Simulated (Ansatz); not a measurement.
Wavefunction ladder for CH3ClMoS2, SMILES `[CH3][Mo](=[S])(=[S])[Cl]`

Z-matrix (Å, degrees):
```
C
Mo 1 2.080
H 1 1.095 2 106.8
H 1 1.090 2 113.0 3 120.7
H 1 1.095 2 106.9 3 -118.5
S 2 2.088 1 104.2 3 -178.5
S 2 2.088 1 104.2 3 -63.6
Cl 2 2.238 1 110.7 3 59.0
```

The species carries charge 0 and has multiplicity 1. Correlated methods include outer-core shells of Mo, which these sets cover unevenly. Mo takes the def2 core potential. The geometry is a stationary point of PBE0-D4/def2-TZVP. Frozen core, restricted reference, Ansatz.

```json
{"basis": "def2-SVP", "HF (Eh)": "-1361.31678", "MP2 corr.": "-1.01802", "CCSD corr.": "-0.97227", "(T)": "-0.06005", "CCSD(T) total": "-1362.34910"}
{"basis": "def2-TZVPP", "HF (Eh)": "-1361.82541", "MP2 corr.": "-1.35529", "CCSD corr.": "-1.30334", "(T)": "-0.09198", "CCSD(T) total": "-1363.22073"}
{"basis": "def2-QZVPP", "HF (Eh)": "-1361.86704", "MP2 corr.": "-1.46208", "CCSD corr.": "–", "(T)": "–", "CCSD(T) total": "–"}
```
